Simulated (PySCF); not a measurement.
C₈H₈OSi.
SMILES with atom numbers: `[CH:1]1=[CH:2][C:3]([c:4]2[cH:5][cH:6][cH:7][o:8]2)=[CH:9][SiH2:10]1` (hydrogens: H11 on C1; H12 on C2; H13 on C5; H14 on C6; H15 on C7; H16 on C9; H17, H18 on Si10)

Method used: PBE0-D3(BJ)/def2-SVP geometry optimisation, gas phase in PySCF 2.14.0.

What internal coordinates does the optimisation give?

| bond | length (Å) | order |
| --- | --- | --- |
| C1=C2 | 1.347 | double |
| C2–C3 | 1.489 | single |
| C3–C4 | 1.448 | single |
| C4–C5 | 1.375 | aromatic |
| C5–C6 | 1.425 | aromatic |
| C6–C7 | 1.365 | aromatic |
| C7–O8 | 1.344 | aromatic |
| C3=C9 | 1.360 | double |
| C9–Si10 | 1.864 | single |
| C1–Si10 | 1.875 | single |
| C4–O8 | 1.355 | aromatic |
| C1–H11 | 1.092 | single |
| C2–H12 | 1.095 | single |
| C5–H13 | 1.087 | single |
| C6–H14 | 1.088 | single |
| C7–H15 | 1.087 | single |
| C9–H16 | 1.091 | single |
| Si10–H17, Si10–H18 | 1.496 | single |

Bonds in one row agree within 0.01 Å and their mean is given. Orders are formal, as drawn. A selection of angles:
| angle | degrees |
| --- | --- |
| C2–C1–Si10 | 106.9 |
| C1–C2–C3 | 117.2 |
| C2–C3–C4 | 119.1 |
| C2–C3–C9 | 116.0 |
| C4–C3–C9 | 124.8 |
| C3–C4–C5 | 132.8 |
| C3–C4–O8 | 117.9 |
| C5–C4–O8 | 109.3 |
| C4–C5–C6 | 106.4 |
| C5–C6–C7 | 105.7 |
| C6–C7–O8 | 110.6 |
| C4–O8–C7 | 108.0 |
| C3–C9–Si10 | 107.3 |
| C1–Si10–C9 | 92.5 |

Dihedral angles: Si10–C1–C2–C3 0° (synperiplanar); C1–C2–C3–C4 180° (antiperiplanar); C2–C3–C4–C5 -1° (synperiplanar); C2–C3–C9–Si10 0° (synperiplanar); C3–C9–Si10–C1 0° (synperiplanar); C2–C1–Si10–C9 0° (synperiplanar).

Of the pairs four or more bonds apart, O8···H16 is among the closest relative to their van der Waals radii: 2.59 Å, 95 % of the sum of Bondi's values. The 7 C–C bonds span 1.347 Å (C1=C2, drawn double) to 1.489 Å (C2–C3, drawn single), a spread of 0.142 Å. The 10 heavy atoms lie in one plane (0.007 Å rms). Si10 (SiH2 silicon) has angles from 92.5° to 114.5°. The 5-membered ring C4–C5–C6–C7–O8 has internal angles of 105.7° to 110.6° (sum 540°, against 540° for a flat polygon); it is planar, 0.00 Å rms from its mean plane, widest ring torsion 0°. The 5-membered ring C1–C2–C3–C9–Si10 has internal angles of 92.5° to 117.2° (sum 540°, against 540° for a flat polygon); it is planar, 0.00 Å rms from its mean plane, widest ring torsion 0°.

Point group: Cs (tolerance 0.08 Å). Not checked by PBE0-D3(BJ)/def2-SVP frequencies. The numbers are those of one conformer.
